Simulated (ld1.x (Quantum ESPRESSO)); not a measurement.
iron (Fe): one change to a PAW potential, before and after

ld1.x (Quantum ESPRESSO) 7.5 input, shortened:

```
&input
   title='Fe', zed=26., rel=1, dft='PBE', iswitch=3,
   config='[Ar] 3d5 4s0 4p0'
 /
 &inputp
   pseudotype=3, lpaw=.true., tm=.true., lloc=-2, rcloc=1.20,
   nlcc=.true.,
   which_augfun='PSQ', rmatch_augfun_nc=.true.
 /
6
3S  1  0   2.00   0.00  1.05  1.30  0.0
4S  2  0   0.00   0.00  1.05  1.30  0.0
3P  2  1   6.00   0.00  1.25  1.50  0.0
4P  3  1   0.00   0.00  1.25  1.50  0.0
3D  3  2   5.00   0.00  1.05  1.35  0.0
3D  3  2   0.00  -2.75  1.05  1.35  0.0
 &test
   configts(1)='3s2 3p6 3d5 4s0 4p0'
 /
```

Change: waves 3s (bound): rcut 1.05, rcutus 1.78 bohr; 4s (bound): rcut 1.05, rcutus 1.78 bohr.

Cutoffs: the cutoffs (Ry, on a coarse ladder) from which the occupation-weighted sum of valence levels, in a spherical-Bessel basis at the reference potential, stays within 10 and 1 mRy of its value at 400 Ry; they do not see the model core or the augmentation charge, which bear on the density cutoff. Errors are all-electron minus pseudo energies relative to the spin-unpolarised reference configuration.

Question: What does the change do?

Answer: The potential gets neither clearly harder nor softer (60 Ry and 100 Ry → 60 Ry and 100 Ry); the d channel sets the loose cutoff, while the largest relative change is in s, which becomes softer; the number of tests that count goes from 6 to 0 (the test run of the changed file stopped, so its transferability is not established); neither file shows a bound ghost at the reference potential, the only one tested.

```tsv
quantity	base	changed
cutoff, loose	60 Ry	60 Ry
cutoff, tight	100 Ry	100 Ry
loose cutoff by channel (10 mRy a level)	s 30 Ry, p 30 Ry, d 50 Ry	s 15 Ry, p 30 Ry, d 50 Ry
bound ghosts	none	none
tests counted (converged, no solver errors)	6 of 7	0 of 7 (the test run stopped)
lowest overlap eigenvalue by channel	s 0.15, p 0.11, d 0.88	s 0.03, p 0.11, d 0.88
```

Base: Tests not counted: 3s2 3p6 3d6 4s2 4p0 (solver errors, printed error +4.3 meV).
